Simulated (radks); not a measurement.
Task: Species: the titanium ion Ti2+. Configuration: [Ar] 4p2 (not the ground configuration). All-electron calculation, non-relativistic Kohn-Sham, PW91, spin-polarised, spherical densities, point nucleus; open shells are filled with parallel spins first. Program: a radial shooting solver on a logarithmic mesh with Libxc functionals. Some entries of the table are withheld. Estimate them.

orbital,occ.,eigenvalue (eV),<r> (bohr)
1s up,1,-4870.639,0.07018
1s down,1,-4870.541,0.07018
2s up,1,-565.7316,0.3277
2s down,1,-565.6464,0.3276
2p up,3,-478.2450,0.2909
2p down,3,-478.1269,0.2909
3s up,1,-93.0562,0.9859
3s down,1,-92.7839,0.9852
3p up,3,(1),1.038
3p down,3,(2),1.036
3d up,0,-33.0704,1.198
3d down,0,-32.6743,1.183
4s up,0,(3),2.654
4s down,0,(4),2.537
4p up,2,(5),2.987

Result: 
(1) 3p up eigenvalue (eV): -69.4782
(2) 3p down eigenvalue (eV): -69.1832
(3) 4s up eigenvalue (eV): -22.8156
(4) 4s down eigenvalue (eV): -20.8888
(5) 4p up eigenvalue (eV): -17.5681
